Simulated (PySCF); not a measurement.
PBE0 on Hf⁺ (hafnium, charge +1), [Xe] 4f14 5d1 6s2, 2D determinant. Computed with PySCF 2.14 in x2c-TZVPPall (11s7p7d3f1g, 97 functions), with scalar relativity by spin-free X2C-1e.

```
cycle= 1 E= -15078.0711868881  delta_E= -0.0236  |g|= 0.219  |ddm|= 0.502
cycle= 2 E= -15078.0717427779  delta_E= -0.000556  |g|= 0.235  |ddm|= 0.285
cycle= 3 E= -15078.0783050189  delta_E= -0.00656  |g|= 0.0123  |ddm|= 0.148
cycle= 4 E= -15078.0801052953  delta_E= -0.0018  |g|= 0.0123  |ddm|= 0.148
cycle= 5 E= -15078.0811901875  delta_E= -0.00108  |g|= 0.0112  |ddm|= 0.098
cycle= 6 E= -15078.0828657955  delta_E= -0.00168  |g|= 0.0127  |ddm|= 0.614
cycle= 7 E= -15078.0835868668  delta_E= -0.000721  |g|= 0.00256  |ddm|= 0.266
cycle= 8 E= -15078.0836766268  delta_E= -8.98e-05  |g|= 0.000664  |ddm|= 0.0852
cycle= 9 E= -15078.0836787851  delta_E= -2.16e-06  |g|= 0.000246  |ddm|= 0.0158
cycle= 10 E= -15078.0836790152  delta_E= -2.3e-07  |g|= 0.000152  |ddm|= 0.00144
cycle= 11 E= -15078.0836792084  delta_E= -1.93e-07  |g|= 8.93e-06  |ddm|= 0.00299
cycle= 12 E= -15078.083679209  delta_E= -6.18e-10  |g|= 2.21e-06  |ddm|= 0.000137
converged SCF energy = -15078.083679209  <S^2> = 1.3002786  2S+1 = 2.4902037
```

Highest occupied orbital energy: -12.242 eV; ⟨L²⟩ = 8.09; populations by l: s 11.65, p 24.00, d 21.35, f 14.00.

Task: Can this result be used?

Result: Not for this state. The calculation finished and met its thresholds. ⟨L²⟩ = 8.09 against 6 for a pure D term, so this real determinant mixes terms. Spin-orbit coupling, absent here, splits the open shell strongly. ⟨S²⟩ = 1.30 against 0.75 shows spin contamination. The s, p, d and f populations moved away from the nominal configuration during the SCF.
